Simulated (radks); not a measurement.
Results of a calculation; reference values are marked as such.
Initial-state core-level shifts of the rhodium ion Rh2+ when its valence configuration changes from [Kr] 4d7. Code: a radial shooting solver on a logarithmic mesh with Libxc functionals. Model: Dirac Kohn-Sham, LDA (Slater exchange, Perdew-Wang correlation), spin-unpolarised, spherical densities, finite nucleus; open shells fill j = l - 1/2 first; Fermi nuclear charge, rms radius 4.4945 fm. Shifts are changes of the shell-averaged eigenvalues in eV (positive: less bound); the change of the density at the nucleus, which sets a Mossbauer isomer shift, is in e/bohr^3, on a base of 1.205e+05.

| valence | 1s | 2s | 2p | 3p | density at nucleus |
|---|---|---|---|---|---|
| 4d6 5s1 | -4.921 | -5.256 | -5.232 | -5.103 | +30.76 |
| 4d6.5 5p0.5 | -3.004 | -3.157 | -3.143 | -3.097 | +1.88 |
| 4d5 5p2 | -12.436 | -13.145 | -13.085 | -12.812 | +8.91 |
| 4d6 5p1 | -6.075 | -6.396 | -6.369 | -6.262 | +3.98 |
| 4d6.5 5s0.5 | -2.416 | -2.577 | -2.566 | -2.508 | +14.77 |
| 4d5.5 5p1.5 | -9.219 | -9.726 | -9.682 | -9.501 | +6.32 |
| 4d3.5 5p3.5 | -22.868 | -24.253 | -24.138 | -23.468 | +17.55 |
